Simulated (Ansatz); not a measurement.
A series at Ge: from `[GeH3][SeH]`, ligands are replaced one by one, each step taking up HCl and setting free H₂; n counts the steps. Ansatz, PBE0-D4/def2-TZVP geometries. Each molecule was computed in one conformer, which needn't be the lowest.

```
n                     molecule  HOMO energy, ωB97M-V/def2-TZVPP (eV)
0                `[GeH3][SeH]`                                     ?
1            `[Cl][GeH2][SeH]`                                 -9.45
2       `[Cl][GeH]([Cl])[SeH]`                                 -9.83
3  `[Cl][Ge]([Cl])([Cl])[SeH]`                                -10.08
```

Problem. By hand: fit a straight line y = ȳ + b (n − n̄) to the 3 given rows and predict n = 0.

Solution. n̄ = 2.000, ȳ = -9.787; Σ(n − n̄)(y − ȳ) = -0.630, Σ(n − n̄)² = 2.000, so b = -0.315 eV a step. Prediction: -9.787 + (-0.315) × (-2.000) = -9.16 eV.

Problem. By hand: compare with the computed value, -9.11 eV, and give the steps along the whole series.

Solution. The line misses by 0.05 eV (computed minus predicted). Steps: -0.34, -0.38, -0.25 eV.

The steps differ by up to 0.13 eV without a steady trend. The highest orbital can change its character along such a series. The miss is 5.2 % of the series' range.

Spin–orbit coupling is left out; it splits and shifts lone-pair levels of the heavy atoms by tenths of an eV.
